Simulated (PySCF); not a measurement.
**Ionisation energy of Te²⁺ by level of theory**

Te²⁺ [Kr] 4d10 5s2 5p2 (3P) → Te³⁺ [Kr] 4d10 5s2 5p1 (2P), as a difference of total energies. Calculation: PySCF 2.14, in aug-cc-pVQZ-PP with ECP28MDF (7s7p5d3f2g, 92 functions); scalar relativity through the core potential. Correlated levels: valence: 4s2 4p6 4d10 frozen. The calculations carry no spin-orbit coupling.

```csv
method,ionisation energy (eV)
UHF,26.971
MP2 (valence),27.344
SCS-MP2 (valence),27.281
CCSD (valence),27.374
CCSD(T) (valence),27.397
```

Task: How much does correlation contribute at CCSD(T) (valence)?

Result: 27.397 − (26.971) = 0.426 eV, measured against UHF.

The reference lies between the lowest fine-structure levels, while these numbers refer to the centres of the terms.

Errors of the correlated levels include the incompleteness of this basis and the frozen core.

For comparison: 27.84 ± 0.04 eV (measured; NIST Atomic Spectra Database, ionization energies).
